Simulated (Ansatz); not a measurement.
Stepwise reaction of `CB(C)N` with hydrogen fluoride, as a gas-phase model of exchange steps in deposition or etching. ΔE in kJ/mol; ΔG adds harmonic PBE0-D4 terms to CCSD(T)/CBS, at 1 bar.

Program: Ansatz. Geometries: PBE0-D4/def2-TZVP. ΔE: electronic, gas phase. CBS: MP2 limit from def2 TZ/QZ plus the TZ coupled-cluster correction, frozen cores. This one scheme is used for every species. Functionals use def2-TZVPP. B3LYP here is the variant with VWN-RPA as its local correlation; programs differ in this. One conformer a species, not always the lowest.

| step | reaction | PBE-D4 | B3LYP-D4 | ωB97M-V | CCSD(T)/CBS | ΔG(600 K) |
| --- | --- | --- | --- | --- | --- | --- |
| 1 | `CB(C)N` + H–F → `CB(N)F` + CH₄ | -140.2 | -150.8 | -147.9 | -139.4 | -134.9 |

Task: Give the row of step 2, `CB(N)F` + H–F → `NB(F)F` + CH₄. (An estimate is asked.)

Result: Computed: 
```csv
step,reaction,PBE-D4,B3LYP-D4,ωB97M-V,CCSD(T)/CBS,ΔG(600 K)
2,`CB(N)F` + H–F → `NB(F)F` + CH₄,-133.0,-143.5,-140.2,-134.0,-123.5
```

Task: By hand: ΔE of the 2 steps together at CCSD(T)/CBS.

Result: (-139.4) + (-134.0) = -273.4 kJ/mol, or -136.7 kJ/mol a step.

In ΔE each step is higher than the one before. All are downhill at CCSD(T)/CBS. ΔG lies between -134.9 and -123.5 kJ/mol a step. PBE-D4 differs from CCSD(T)/CBS by -0.8 to 1.0 kJ/mol a step. Isolated molecules leave out the surface, adducts and barriers. Largest T1 diagnostic: 0.011.
